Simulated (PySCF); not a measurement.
Ligands exchanged one at a time, Ga Br-CH3. Gas-phase values, no solvent. Strings in code marks are SMILES.

The T1 excitation (TDA) from two functionals at the same geometries (ωB97X-D3(BJ)/def2-TZVP), both in PySCF: PBE-D3(BJ)/def2-TZVP and ωB97X-D3(BJ)/def2-TZVP. Excitations are Tamm–Dancoff values on a coarser integration grid. The basis has no diffuse functions, so Rydberg states are missing or too high.

```
species                                              PBE-D3(BJ)/def2-TZVP (eV)  ωB97X-D3(BJ)/def2-TZVP (eV)
---------------------------------------------------  -------------------------  ---------------------------
1 of 3 Br replaced by CH3 (`[CH3][Ga]([Br])[Br]`)                         4.83                         5.87
2 of 3 Br replaced by CH3 (`[Br][Ga]([CH3])[CH3]`)                        4.50                         5.41
3 of 3 Br replaced by CH3 (`[CH3][Ga]([CH3])[CH3]`)                       4.70                         5.41
```

Over these rows, drawn at random from the members with no instability flagged (it was tested for open shells, ions and some series alone), PBE minus ωB97X-D3(BJ): mean -0.89 eV, from -1.04 eV to -0.71 eV.
